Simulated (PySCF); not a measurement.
Zr(Cl)3(NH2) (Cl3H2NZr), SMILES [NH2][Zr]([Cl])([Cl])[Cl], multiplicity 1. Atoms are numbered in the order given.

```xyz
7

Zr     0.0197     0.0876    -0.1403
Cl    -0.2121     1.3503     1.8279
Cl     1.9771    -1.1942    -0.0237
Cl    -1.9480    -1.1187    -0.5404
N      0.2438     1.3430    -1.6654
H      1.1312     1.7212    -1.9949
H     -0.5133     1.7385    -2.2216
```

Geometry optimised at PBE0-D3(BJ)/def2-SVP. The spin state was assumed, not searched. The structure was generated by enumeration; whether it is a known compound was not checked. The def2 effective core potentials stand for the cores of Zr; spin–orbit coupling is left out. One conformer was computed; it need not be the lowest.

All values below come from B3LYP/def2-TZVP in PySCF.

ESP charges are fitted to the potential on shells at 1.4 to 2.0 van der Waals radii. Atomic charges (e):

```csv
atom,ESP fit,Mulliken
Zr1,0.89,…
Cl2,-0.26,…
Cl3,-0.23,…
Cl4,-0.23,…
N5,-0.94,…
H6,0.38,…
H7,0.38,…
```

**Question.** What belongs in the gaps? (An estimate is asked for; the answer gives what the named calculation found.)

**Answer.** 
- Zr1, Mulliken: 1.41
- Cl2, Mulliken: -0.38
- Cl3, Mulliken: -0.37
- Cl4, Mulliken: -0.37
- N5, Mulliken: -0.79
- H6, Mulliken: 0.25
- H7, Mulliken: 0.25
